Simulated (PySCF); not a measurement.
**How methods differ on the ionisation energy of Cs⁴⁷⁺**

Cs⁴⁷⁺ [He] 2s2 2p4 [2p1/2^2 2p3/2^2, M_J = 2] → Cs⁴⁸⁺ [He] 2s2 2p3 [2p1/2^2 2p3/2^1, M_J = 3/2], as a difference of total energies. Calculation: PySCF 2.14, in an uncontracted even-tempered set (17 s from 26 bohr⁻², ratio 2.4; 13 p from 34 bohr⁻², ratio 2.4; 5 d from 120 bohr⁻², ratio 2.6; 4 f from 180 bohr⁻², ratio 2.6); the two-component X2C-1e Hamiltonian. Correlated levels: nothing frozen; the 32 highest virtual spinors dropped. "Screened" scales the spin-orbit matrix elements by Boettger's factors to mimic the two-electron term; Breit and QED terms are absent.

```json
{"method": "GHF (spin-free)", "ionisation energy (eV)": "8571.0"}
{"method": "GMP2 (spin-free)", "ionisation energy (eV)": "8572.7"}
{"method": "GHF (screened spin-orbit)", "ionisation energy (eV)": "8490.0"}
{"method": "GMP2 (screened spin-orbit)", "ionisation energy (eV)": "8489.8"}
```

For this ion Breit and QED terms and the two-electron picture change, all absent here, outweigh the correlation shift from GHF to GMP2.

The spin-free rows relax to the high-spin LS determinant and lack the spin-orbit shift.

The labels give the starting determinants; with spin-orbit coupling the two ends relaxed to ⟨J²⟩ = 6.00, ⟨L²⟩ = 3.20, ⟨S²⟩ = 1.41 and ⟨J²⟩ = 3.75, ⟨L²⟩ = 2.47, ⟨S²⟩ = 1.52.

For comparison: 8484 ± 4 eV (theoretical estimate listed by NIST; NIST Atomic Spectra Database, ionization energies).
